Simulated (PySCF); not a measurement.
Vertical excitations of a molecule C3H12N2Si from TDA-PBE/def2-SVPD in PySCF 2.14.0, as energy in eV (oscillator strength): 5.48 (0.026), 5.74 (0.014), 5.87 (0.004), 6.17 (0.021), 6.30 (0.018), 6.49 (0.006). Lowest triplet (TDA): 5.32 eV. Geometry optimised at PBE-D3(BJ)/def2-SVP. One conformer was computed; it need not be the lowest.

Problem. Identify the compound among the candidates.
A) CN[C@@H](C)[SiH2]N
B) CC(C)[SiH](N)N
C) CN[SiH](C)NC
D) CN([SiH3])CCN

Solution. B, CC(C)[SiH](N)N
